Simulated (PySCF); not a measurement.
## Electron correlation in Ge²⁺ (germanium, charge +2)

[Ar] 3d10 4s2, closed-shell 1S. Computed with PySCF 2.14 in x2c-SVPall (5s4p3d, 32 functions), with scalar relativity by spin-free X2C-1e. Frozen: [Ar] 3d10; 2 electrons correlated.

Total MP2 correlation energy: -26.38 mhartree.

Same-spin part 0.00 and opposite-spin part -26.38 mhartree; SCS-MP2 scales them by 1/3 and 6/5 to -31.65 mhartree.

With two correlated electrons CCSD is exact within the correlated space (frozen core and kept virtual orbitals).

| level | correlation energy (mhartree) |
| --- | --- |
| CCSD | -38.38 |

Diagnostics: T1 = 0.0042, D1 = 0.0059, largest double amplitude 0.102.

Cost of the coupled-cluster step: 0.07 s of wall time on 1 thread of Neoverse-N1 (shared host), for 2 correlated electrons.

Iterations:

```
CC2 = 0
CCSD nocc = 1, nmo = 18
frozen orbitals [0, 1, 2, 3, 4, 5, 6, 7, 8, 9, 10, 11, 12, 13]
max_cycle = 100
direct = 0
conv_tol = 1e-08
conv_tol_normt = 1e-06
diis_space = 8
diis_start_cycle = 0
Init t2, MP2 energy = -2095.87975248557  E_corr(MP2) -0.0263772799764589
Init E_corr(CCSD) = -0.0263772799765912
cycle = 1  E_corr(CCSD) = -0.0340278961091191  dE = -0.00765061613  norm(t1,t2) = 0.0423793
cycle = 2  E_corr(CCSD) = -0.0366547165312057  dE = -0.00262682042  norm(t1,t2) = 0.0170114
cycle = 3  E_corr(CCSD) = -0.0383976303934434  dE = -0.00174291386  norm(t1,t2) = 0.00720294
cycle = 4  E_corr(CCSD) = -0.0383840163766598  dE = 1.36140168e-05  norm(t1,t2) = 0.000259201
cycle = 5  E_corr(CCSD) = -0.0383857449441345  dE = -1.72856747e-06  norm(t1,t2) = 1.92327e-05
cycle = 6  E_corr(CCSD) = -0.0383845774962305  dE = 1.1674479e-06  norm(t1,t2) = 3.82596e-06
cycle = 7  E_corr(CCSD) = -0.0383847423090597  dE = -1.64812829e-07  norm(t1,t2) = 6.37817e-07
cycle = 8  E_corr(CCSD) = -0.0383847435071297  dE = -1.19806998e-09  norm(t1,t2) = 8.50173e-09
CCSD converged
E(CCSD) = -2095.891759949106  E_corr = -0.03838474350712966
```
